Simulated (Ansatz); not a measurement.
Gas-phase electronic energies from Ansatz, PBE0-D4/def2-TZVP geometries. CCSD(T)/CBS is the MP2 limit (def2-TZVPP, def2-QZVPP) plus CCSD(T) − MP2 in def2-TZVPP, frozen cores. Functionals use def2-TZVPP. Each species was taken in one conformer, which may not be the lowest.

Consider the formal exchange of groups at a B–Si bond: `C=CB[SiH2][SiH3]` + `CC(F)Cl` → `C=CBCl` + `CC(F)[SiH2][SiH3]`.

`C=CB[SiH2][SiH3]`:

```xyz
14

C     1.487   -1.388    2.162
C     0.845   -1.268    0.991
B    -0.395   -0.372    0.869
Si   -1.361   -0.056   -0.855
Si   -0.310    1.805   -1.832
H     1.143   -0.848    3.039
H     2.363   -2.019    2.292
H     1.232   -1.833    0.145
H    -0.744    0.223    1.852
H    -2.804    0.280   -0.694
H    -1.245   -1.180   -1.830
H    -0.390    2.984   -0.927
H     1.127    1.508   -2.082
H    -0.947    2.163   -3.129
```

`CC(F)Cl`:

```xyz
8

C     0.713   -0.368    0.089
C    -0.578    0.392    0.027
F    -1.473   -0.134    0.910
Cl   -1.289    0.319   -1.607
H     1.436    0.062   -0.604
H     1.113   -0.310    1.104
H     0.545   -1.413   -0.172
H    -0.467    1.452    0.255
```

`C=CBCl`:

```xyz
8

C    -0.628    0.817    0.792
C    -0.241   -0.368    0.307
B     0.706   -0.428   -0.893
Cl    1.232   -1.962   -1.551
H    -0.279    1.743    0.344
H    -1.299    0.913    1.641
H    -0.610   -1.275    0.780
H     1.119    0.560   -1.422
```

`CC(F)[SiH2][SiH3]`:

Z-matrix (Å, degrees):
```
C
C 1 1.509
H 1 1.093 2 110.6
H 1 1.093 2 110.1 3 119.5
H 1 1.092 2 111.1 3 -120.6
F 2 1.403 1 108.9 3 57.7
Si 2 1.909 1 114.5 3 178.5
H 2 1.097 1 109.9 3 -58.4
Si 7 2.339 2 110.4 1 -171.2
H 7 1.491 2 107.9 1 68.1
H 7 1.489 2 108.9 1 -49.2
H 9 1.486 7 110.7 2 66.4
H 9 1.488 7 110.1 2 -173.2
H 9 1.489 7 109.7 2 -53.9
```

| level | ΔE (kJ/mol) |
| --- | --- |
| B2PLYP | -135.4 |
| r2SCAN | -129.4 |
| MP2/def2-TZVPP | -139.2 |
| MP2/CBS(def2) | -139.4 |

Question: What does CCSD(T)/CBS give? (Best estimate.)

Answer: The calculation gave: -133.8 kJ/mol. The listed levels differ from it by -1.6, 4.4, -5.4, -5.6 kJ/mol.

Largest T1 diagnostic among the species: 0.013.

From PBE to PBE0 (25 % exact exchange), in def2-TZVPP and without D4, ΔE moves by −4.0 kJ/mol.
